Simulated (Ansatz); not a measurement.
Ansatz (a program for electronic structure) input (HF/3-21G): The .json file is the Basis Set Exchange's 3-21G.

Ansatz 0.2 input:
```yaml
crystal:
  periodic: [false, false, false]
  atoms:
    - {symbol: C, position_ang: [-1.88305413, -0.25188871, 0.15807755]}
    - {symbol: C, position_ang: [-0.77539095, -1.02110247, 0.19195363]}
    - {symbol: C, position_ang: [0.59627820, -0.69475257, 0.05704893]}
    - {symbol: C, position_ang: [1.06933461, 0.59434551, -0.15217730]}
    - {symbol: N, position_ang: [1.46692429, 1.66698152, -0.32653046]}
    - {symbol: H, position_ang: [-1.83087311, 0.81120623, 0.00765056]}
    - {symbol: H, position_ang: [-2.86208099, -0.68056777, 0.28143481]}
    - {symbol: H, position_ang: [-0.94428254, -2.07962217, 0.34938656]}
    - {symbol: H, position_ang: [1.32576023, -1.47949746, 0.11782448]}
basis:
  gaussian:
    orbitals: 3-21G.json
hamiltonian:
  xc: {name: HF}
total_charge: -1
phonons: {temperatures: {t_min: 298.15, t_max: 298.15, t_step: 100}}
```

Output:

```
Functional definition: HF
integrals: 0.01 GiB planned
793 factors; integrals over basis functions are off by at most 6.4e-4 eV
mean field: 0.12 GiB planned
mean field evaluation 1: about -5630.4160 eV, gradient 3.1e1 eV
mean field evaluation 2: about -5630.6387 eV, gradient 3.2e1 eV
mean field evaluation 4: about -5633.4735 eV, gradient 4.0e0 eV
mean field evaluation 8: about -5633.5447 eV, gradient 1.6e-1 eV
mean field -5633.54503834 eV, -207.0289616051 hartree, gradient 2.2e-5 eV, S^2 0.000000; 0 other end points of the search recorded, 0 dependent functions left out
the calculation of the forces begins
reference -5633.54503834 eV, -207.0289616051 hartree; 18, 18 occupied and 35, 35 virtual orbitals, 793 factors
these checks for a lower state are left out or cut short: stability, starts, cluster_reference, orbital_swaps, neighbouring_geometries, increment
integrals: 0.01 GiB planned
793 factors; integrals over basis functions are off by at most 6.5e-4 eV
mean field: 0.12 GiB planned
mean field evaluation 16: about -5633.5429 eV, gradient 8.4e-1 eV
mean field -5633.54481231 eV, -207.0289532986 hartree, gradient 2.9e-6 eV, S^2 0.000000; 0 other end points of the search recorded, 0 dependent functions left out
the calculation of the forces begins
reference -5633.54481231 eV, -207.0289532986 hartree; 18, 18 occupied and 35, 35 virtual orbitals, 793 factors
these checks for a lower state are left out or cut short: stability, starts, cluster_reference, orbital_swaps, neighbouring_geometries, increment
integrals: 0.01 GiB planned
793 factors; integrals over basis functions are off by at most 6.4e-4 eV
mean field: 0.12 GiB planned
mean field evaluation 32: about -5633.5448 eV, gradient 2.9e-6 eV
mean field -5633.54481041 eV, -207.0289532287 hartree, gradient 2.9e-6 eV, S^2 0.000000; 0 other end points of the search recorded, 0 dependent functions left out
the calculation of the forces begins
reference -5633.54481041 eV, -207.0289532287 hartree; 18, 18 occupied and 35, 35 virtual orbitals, 793 factors
these checks for a lower state are left out or cut short: stability, starts, cluster_reference, orbital_swaps, neighbouring_geometries, increment
integrals: 0.01 GiB planned
793 factors; integrals over basis functions are off by at most 6.4e-4 eV
mean field: 0.12 GiB planned
mean field -5633.54490258 eV, -207.0289566158 hartree, gradient 2.9e-6 eV, S^2 0.000000; 0 other end points of the search recorded, 0 dependent functions left out
the calculation of the forces begins
reference -5633.54490258 eV, -207.0289566158 hartree; 18, 18 occupied and 35, 35 virtual orbitals, 793 factors
these checks for a lower state are left out or cut short: stability, starts, cluster_reference, orbital_swaps, neighbouring_geometries, increment
integrals: 0.01 GiB planned
793 factors; integrals over basis functions are off by at most 6.4e-4 eV
mean field: 0.12 GiB planned
mean field -5633.54490472 eV, -207.0289566947 hartree, gradient 2.9e-6 eV, S^2 0.000000; 0 other end points of the search recorded, 0 dependent functions left out
the calculation of the forces begins
reference -5633.54490472 eV, -207.0289566947 hartree; 18, 18 occupied and 35, 35 virtual orbitals, 793 factors
these checks for a lower state are left out or cut short: stability, starts, cluster_reference, orbital_swaps, neighbouring_geometries, increment
integrals: 0.01 GiB planned
793 factors; integrals over basis functions are off by at most 6.4e-4 eV
mean field: 0.12 GiB planned
mean field -5633.54480652 eV, -207.0289530857 hartree, gradient 2.9e-6 eV, S^2 0.000000; 0 other end points of the search recorded, 0 dependent functions left out
the calculation of the forces begins
reference -5633.54480652 eV, -207.0289530857 hartree; 18, 18 occupied and 35, 35 virtual orbitals, 793 factors
these checks for a lower state are left out or cut short: stability, starts, cluster_reference, orbital_swaps, neighbouring_geometries, increment
integrals: 0.01 GiB planned
793 factors; integrals over basis functions are off by at most 6.4e-4 eV
mean field: 0.12 GiB planned
mean field evaluation 64: about -5633.5429 eV, gradient 8.4e-1 eV
mean field -5633.54481042 eV, -207.0289532290 hartree, gradient 2.9e-6 eV, S^2 0.000000; 0 other end points of the search recorded, 0 dependent functions left out
the calculation of the forces begins
reference -5633.54481042 eV, -207.0289532290 hartree; 18, 18 occupied and 35, 35 virtual orbitals, 793 factors
these checks for a lower state are left out or cut short: stability, starts, cluster_reference, orbital_swaps, neighbouring_geometries, increment
integrals: 0.01 GiB planned
793 factors; integrals over basis functions are off by at most 6.4e-4 eV
mean field: 0.12 GiB planned
[...]
these checks for a lower state are left out or cut short: stability, starts, cluster_reference, orbital_swaps, neighbouring_geometries, increment
integrals: 0.01 GiB planned
793 factors; integrals over basis functions are off by at most 6.4e-4 eV
mean field: 0.12 GiB planned
mean field -5633.54500174 eV, -207.0289602599 hartree, gradient 2.9e-6 eV, S^2 0.000000; 0 other end points of the search recorded, 0 dependent functions left out
the calculation of the forces begins
reference -5633.54500174 eV, -207.0289602599 hartree; 18, 18 occupied and 35, 35 virtual orbitals, 793 factors
these checks for a lower state are left out or cut short: stability, starts, cluster_reference, orbital_swaps, neighbouring_geometries, increment
integrals: 0.01 GiB planned
793 factors; integrals over basis functions are off by at most 6.4e-4 eV
mean field: 0.12 GiB planned
mean field evaluation 256: about -5633.5450 eV, gradient 8.1e-3 eV
mean field -5633.54500243 eV, -207.0289602854 hartree, gradient 2.9e-6 eV, S^2 0.000000; 0 other end points of the search recorded, 0 dependent functions left out
the calculation of the forces begins
reference -5633.54500243 eV, -207.0289602854 hartree; 18, 18 occupied and 35, 35 virtual orbitals, 793 factors
these checks for a lower state are left out or cut short: stability, starts, cluster_reference, orbital_swaps, neighbouring_geometries, increment
integrals: 0.01 GiB planned
793 factors; integrals over basis functions are off by at most 6.4e-4 eV
mean field: 0.12 GiB planned
mean field -5633.54498451 eV, -207.0289596267 hartree, gradient 2.9e-6 eV, S^2 0.000000; 0 other end points of the search recorded, 0 dependent functions left out
the calculation of the forces begins
reference -5633.54498451 eV, -207.0289596267 hartree; 18, 18 occupied and 35, 35 virtual orbitals, 793 factors
these checks for a lower state are left out or cut short: stability, starts, cluster_reference, orbital_swaps, neighbouring_geometries, increment
integrals: 0.01 GiB planned
793 factors; integrals over basis functions are off by at most 6.4e-4 eV
mean field: 0.12 GiB planned
mean field -5633.54498573 eV, -207.0289596715 hartree, gradient 2.9e-6 eV, S^2 0.000000; 0 other end points of the search recorded, 0 dependent functions left out
the calculation of the forces begins
reference -5633.54498573 eV, -207.0289596715 hartree; 18, 18 occupied and 35, 35 virtual orbitals, 793 factors
these checks for a lower state are left out or cut short: stability, starts, cluster_reference, orbital_swaps, neighbouring_geometries, increment
integrals: 0.01 GiB planned
793 factors; integrals over basis functions are off by at most 6.4e-4 eV
mean field: 0.12 GiB planned
mean field evaluation 288: about -5633.5449 eV, gradient 2.9e-6 eV
mean field -5633.54492818 eV, -207.0289575568 hartree, gradient 2.9e-6 eV, S^2 0.000000; 0 other end points of the search recorded, 0 dependent functions left out
the calculation of the forces begins
reference -5633.54492818 eV, -207.0289575568 hartree; 18, 18 occupied and 35, 35 virtual orbitals, 793 factors
these checks for a lower state are left out or cut short: stability, starts, cluster_reference, orbital_swaps, neighbouring_geometries, increment
integrals: 0.01 GiB planned
793 factors; integrals over basis functions are off by at most 6.4e-4 eV
mean field: 0.12 GiB planned
mean field -5633.54493008 eV, -207.0289576267 hartree, gradient 2.9e-6 eV, S^2 0.000000; 0 other end points of the search recorded, 0 dependent functions left out
the calculation of the forces begins
reference -5633.54493008 eV, -207.0289576267 hartree; 18, 18 occupied and 35, 35 virtual orbitals, 793 factors
these checks for a lower state are left out or cut short: stability, starts, cluster_reference, orbital_swaps, neighbouring_geometries, increment
integrals: 0.01 GiB planned
793 factors; integrals over basis functions are off by at most 6.4e-4 eV
mean field: 0.12 GiB planned
mean field -5633.54502004 eV, -207.0289609326 hartree, gradient 2.9e-6 eV, S^2 0.000000; 0 other end points of the search recorded, 0 dependent functions left out
the calculation of the forces begins
reference -5633.54502004 eV, -207.0289609326 hartree; 18, 18 occupied and 35, 35 virtual orbitals, 793 factors
these checks for a lower state are left out or cut short: stability, starts, cluster_reference, orbital_swaps, neighbouring_geometries, increment
integrals: 0.01 GiB planned
793 factors; integrals over basis functions are off by at most 6.4e-4 eV
mean field: 0.12 GiB planned
mean field -5633.54502034 eV, -207.0289609435 hartree, gradient 2.9e-6 eV, S^2 0.000000; 0 other end points of the search recorded, 0 dependent functions left out
the calculation of the forces begins
reference -5633.54502034 eV, -207.0289609435 hartree; 18, 18 occupied and 35, 35 virtual orbitals, 793 factors
these checks for a lower state are left out or cut short: stability, starts, cluster_reference, orbital_swaps, neighbouring_geometries, increment
integrals: 0.01 GiB planned
793 factors; integrals over basis functions are off by at most 6.4e-4 eV
mean field: 0.12 GiB planned
mean field evaluation 320: about -5633.5430 eV, gradient 8.4e-1 eV
mean field -5633.54496183 eV, -207.0289587935 hartree, gradient 2.9e-6 eV, S^2 0.000000; 0 other end points of the search recorded, 0 dependent functions left out
the calculation of the forces begins
reference -5633.54496183 eV, -207.0289587935 hartree; 18, 18 occupied and 35, 35 virtual orbitals, 793 factors
these checks for a lower state are left out or cut short: stability, starts, cluster_reference, orbital_swaps, neighbouring_geometries, increment
integrals: 0.01 GiB planned
793 factors; integrals over basis functions are off by at most 6.4e-4 eV
mean field: 0.12 GiB planned
mean field -5633.54496517 eV, -207.0289589159 hartree, gradient 2.9e-6 eV, S^2 0.000000; 0 other end points of the search recorded, 0 dependent functions left out
the calculation of the forces begins
reference -5633.54496517 eV, -207.0289589159 hartree; 18, 18 occupied and 35, 35 virtual orbitals, 793 factors
these checks for a lower state are left out or cut short: stability, starts, cluster_reference, orbital_swaps, neighbouring_geometries, increment
integrals: 0.01 GiB planned
793 factors; integrals over basis functions are off by at most 6.4e-4 eV
mean field: 0.12 GiB planned
mean field -5633.54500374 eV, -207.0289603335 hartree, gradient 2.9e-6 eV, S^2 0.000000; 0 other end points of the search recorded, 0 dependent functions left out
the calculation of the forces begins
reference -5633.54500374 eV, -207.0289603335 hartree; 18, 18 occupied and 35, 35 virtual orbitals, 793 factors
these checks for a lower state are left out or cut short: stability, starts, cluster_reference, orbital_swaps, neighbouring_geometries, increment
integrals: 0.01 GiB planned
793 factors; integrals over basis functions are off by at most 6.4e-4 eV
mean field: 0.12 GiB planned
mean field evaluation 352: about -5633.5450 eV, gradient 1.5e-6 eV
mean field -5633.54500380 eV, -207.0289603356 hartree, gradient 2.9e-6 eV, S^2 0.000000; 0 other end points of the search recorded, 0 dependent functions left out
the calculation of the forces begins
reference -5633.54500380 eV, -207.0289603356 hartree; 18, 18 occupied and 35, 35 virtual orbitals, 793 factors
Total energy: -5633.54503834 eV, -207.0289616051 hartree
Atom 0 at    -1.883054    -0.251889     0.158078 Å, force    -0.000584     0.000607    -0.000046 eV/Å
Atom 1 at    -0.775391    -1.021102     0.191954 Å, force     0.000263    -0.000983     0.000119 eV/Å
Atom 2 at     0.596278    -0.694753     0.057049 Å, force    -0.000260     0.002308    -0.000302 eV/Å
Atom 3 at     1.069335     0.594346    -0.152177 Å, force     0.002651    -0.000879    -0.000052 eV/Å
Atom 4 at     1.466924     1.666982    -0.326530 Å, force    -0.001938    -0.000330     0.000172 eV/Å
Atom 5 at    -1.830873     0.811206     0.007651 Å, force     0.000270     0.000170    -0.000041 eV/Å
Atom 6 at    -2.862081    -0.680568     0.281435 Å, force    -0.000304    -0.000143     0.000040 eV/Å
Atom 7 at    -0.944283    -2.079622     0.349387 Å, force    -0.000093    -0.000162     0.000028 eV/Å
Atom 8 at     1.325760    -1.479497     0.117824 Å, force    -0.000006    -0.000588     0.000082 eV/Å
Dipole moment:    -0.244318    -0.592310     0.097899 e Å
Vibrations: 176.34 254.12 485.68 529.57 672.70 747.37 750.71 855.03 992.87 1146.68 1154.51 1276.73 1442.07 1528.74 1608.43 1738.68 2411.24 3212.41 3283.37 3330.57 3351.19 cm⁻¹, zero-point energy 1.918594 eV
```

The blocks after the first are displaced geometries, from whose forces the wavenumbers follow.

The dipole moment of an ion depends on the origin.
